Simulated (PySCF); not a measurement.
From one molecule to another.

First species: C3H3F2NO.
SMILES: `FC(F)O[C@@H]1C=N1`

Second species: C5H4F3N.
SMILES: `FC(F)(F)C#C/C=N/C`

Levels: PBE0/def2-SVPD for dipole moment, HOMO energy, LUMO energy, HOMO–LUMO gap, static isotropic polarisability and electronic spatial extent ⟨r²⟩ about the centre of nuclear charge; TDDFT PBE0/def2-SVPD for lowest singlet excitation; TDA PBE0/def2-SVPD for lowest triplet excitation (Tamm–Dancoff); GFN2-xTB for rotational constant A and rotational constant C. Geometries: GFN2-xTB. All species are isolated and taken at one optimised geometry, non-relativistic unless stated; the electronic structure was computed with PySCF and density fitting.

The conformers computed, where there is a choice (atom-mapped SMILES and torsion angles):
- `[F:1][CH:2]([F:3])[O:4][C@@H:5]1[CH:6]=[N:7]1`: F1–C2–O4–C5 -165°, C2–O4–C5–C6 125°

Values for the first species:

* Dipole moment: 3.27 D
* HOMO energy: -8.49 eV
* LUMO energy: -1.44 eV
* HOMO–LUMO gap: 7.05 eV
* Lowest singlet excitation: 5.00 eV
* Lowest triplet excitation (Tamm–Dancoff): 4.22 eV
* Static isotropic polarisability: 45.4 au
* Electronic spatial extent ⟨r²⟩ about the centre of nuclear charge: 741 bohr²
* Rotational constant A: 6.863 GHz
* Rotational constant C: 1.507 GHz

Task: Estimate the same properties for the second species, and the change in each.

Result: 
```tsv
property	first	second	second less first
dipole moment	3.27 D	3.95 D	+0.68 D
HOMO energy	-8.49 eV	-8.09 eV	+0.40 eV
LUMO energy	-1.44 eV	-2.10 eV	-0.66 eV
HOMO–LUMO gap	7.05 eV	5.99 eV	-1.06 eV
lowest singlet excitation	5.00 eV	4.18 eV	-0.82 eV
lowest triplet excitation (Tamm–Dancoff)	4.22 eV	3.39 eV	-0.83 eV
static isotropic polarisability	45.4 au	76.4 au	+31.0 au
electronic spatial extent ⟨r²⟩ about the centre of nuclear charge	741 bohr²	1921 bohr²	+1180 bohr²
rotational constant A	6.863 GHz	4.984 GHz	-1.879 GHz
rotational constant C	1.507 GHz	0.555 GHz	-0.952 GHz
```

On the first: The dipole equals about 10.9 × 10⁻³⁰ C·m (1 D = 3.33564 × 10⁻³⁰ C·m). S1 lies 2.05 eV below the HOMO–LUMO gap; its leading configuration is HOMO→LUMO, weight 0.99.

On the second: S1 lies 1.81 eV below the HOMO–LUMO gap; its leading configuration is HOMO→LUMO, weight 0.98. The principal polarisabilities are 49.7, 58.1 and 121.4 au; their mean is the isotropic value.
